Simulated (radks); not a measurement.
Valence configurations of Cd I (all share [Kr]). All-electron calculation, non-relativistic Kohn-Sham, PBE, spin-polarised, spherical densities, point nucleus; open shells are filled with parallel spins first (spin-orbit coupling, left out, can overturn this in heavy ions); relativity is left out, which matters for an element this heavy. Program: a radial shooting solver on a logarithmic mesh with Libxc functionals. Energies are relative to 4d10 5s2; eigenvalues in eV for spin up.

valence           E (eV)  moment (Bohr magnetons)    e(4d)   e(5p)   e(5s)
4d10 5s2           0.000                        0  -12.640       -  -5.279
4d10 5s1.5 5p0.5   1.876                        1  -13.555  -1.960  -6.136
4d10 5s1 5p1       3.523                        2  -14.288  -2.462  -6.824
4d9.5 5s2 5p0.5    6.131                        1  -15.713  -2.140  -6.611
4d10 5p2           7.965                        2  -15.721  -3.120       -
4d9.5 5s0.5 5p2   12.145                        3  -17.746  -3.427  -8.286
4d9 5s2 5p1       13.163                        2  -18.658  -2.879  -7.790
4d9 5s1 5p2       16.789                        4  -19.837  -3.742  -8.928
4d8 5s2 5p2       29.844                        4  -24.402  -4.206  -9.899
4d8 5p4           41.403                        4  -26.822  -5.260       -

NIST lists [Kr] 4d10 5s2 as the ground configuration; this level of theory agrees among the configurations tried. The energies are those of spherical high-spin densities, not of single terms. Relativity is left out, which favours d and f over s occupation in heavy atoms.
